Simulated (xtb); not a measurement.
A geometry relaxed with GFN2-xTB (xtb), charge 0, multiplicity 1:

```xyz
4

I     -0.1915     2.4794    -0.5540
I     -2.0467    -1.3534     0.3428
I      2.2383    -1.1260    -0.3799
Al    -0.0001     0.0000    -0.1969
```

Problem. Write the SMILES of this molecule.

Solution. `[I][Al]([I])[I]`
